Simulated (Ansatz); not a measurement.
Program: Ansatz. Geometries: PBE0-D4/def2-TZVP. ΔE: electronic, gas phase. CBS: MP2 limit from def2 TZ/QZ plus the TZ coupled-cluster correction, frozen cores. This one scheme is used for every species. DFT in def2-TZVPP. B3LYP here is the variant with VWN-RPA as its local correlation; programs differ in this. HSE06 is defined as in plane-wave codes. One conformer a species, not always the lowest.

Reaction (cleavage of the Si–Al bond): `B[NH][AlH][SiH](F)Cl` + H–F → `F[SiH](F)Cl` + `B[NH][AlH2]`

| level | ΔE (kJ/mol) | difference from CCSD(T)/CBS |
| --- | --- | --- |
| LDA (SPW92) | -142.0 | 13.6 |
| revPBE-D4 | -132.7 | 22.9 |
| BLYP-D4 | -150.6 | 5.0 |
| r2SCAN-D4 | -159.8 | -4.2 |
| B97M-V | -178.1 | -22.5 |
| PBE0-D4 | -139.9 | 15.7 |
| B3LYP-D4 | -155.3 | 0.3 |
| r2SCANh-D4 | -159.9 | -4.3 |
| r2SCAN0-D4 | -160.0 | -4.4 |
| HSE06-D4 | -139.6 | 16.0 |
| BHLYP-D4 | -163.9 | -8.3 |
| CAM-B3LYP-D4 | -165.8 | -10.2 |
| ωB97X-V | -158.1 | -2.5 |
| ωB97M-V | -164.5 | -8.9 |
| B2PLYP | -167.2 | -11.6 |
| PBE-QIDH | -155.9 | -0.3 |
| PBE | -139.9 | 15.7 |
| revPBE | -140.3 | 15.3 |
| BLYP | -162.0 | -6.4 |
| r2SCAN | -162.0 | -6.4 |
| PBE0 | -146.2 | 9.4 |
| B3LYP | -165.6 | -10.0 |
| r2SCANh | -162.3 | -6.7 |
| r2SCAN0 | -162.7 | -7.1 |
| HSE06 | -145.8 | 9.8 |
| BHLYP | -174.9 | -19.3 |
| LC-ωPBE | -156.1 | -0.5 |
| RPA@PBE/def2-TZVPP | -158.1 | -2.5 |
| MP2/def2-SVP | -163.9 | -8.3 |
| CCSD/def2-SVP | -158.3 | -2.7 |
| CCSD(T)/def2-SVP | -156.2 | -0.6 |
| HF/def2-TZVPP | -187.7 | -32.1 |
| MP2/def2-TZVPP | -164.0 | -8.4 |
| SCS-MP2/def2-TZVPP | -168.4 | -12.8 |
| CCSD/def2-TZVPP | -162.5 | -6.9 |
| CCSD(T)/def2-TZVPP | -158.5 | -2.9 |
| HF/def2-QZVPP | -190.8 | -35.2 |
| HF/CBS(def2) | -191.2 | -35.6 |
| MP2/CBS(def2) | -161.2 | -5.6 |
| CCSD/CBS(def2) | -159.6 | -4.0 |
| CCSD(T)/CBS | -155.6 | 0 |

(1) What do rigid-rotor, harmonic-oscillator terms from PBE0-D4/def2-TZVP frequencies (298.15 K, 1 bar) make of the CCSD(T)/CBS value? (Best estimate.)

Largest T1 diagnostic among the species: 0.012.

Answers

(1) Ansatz gave: ΔZPE = -1.5 kJ/mol, ΔH = -162.5 kJ/mol, ΔS = 7 J/(mol·K), ΔG = -164.6 kJ/mol. Modes under 50 cm⁻¹ make the entropy rough.

From BLYP to BHLYP (50 % exact exchange), in def2-TZVPP and without D4, ΔE moves by −12.9 kJ/mol. In def2-TZVPP, CCSD(T) changes the Hartree–Fock value by +29.2 kJ/mol (the triples alone add +4.0 kJ/mol) and MP2 by +23.7 kJ/mol. The D4 term adds +10.3 kJ/mol with B3LYP and +6.3 kJ/mol with PBE0; it sums over pairs of atoms, weighted by their polarisabilities, and B3LYP, whose exchange is more repulsive, gets the larger term.

CCSD(T)/CBS has its own doubt, a few kJ/mol and more with outer-core shells, so smaller differences from it don't rank the levels.
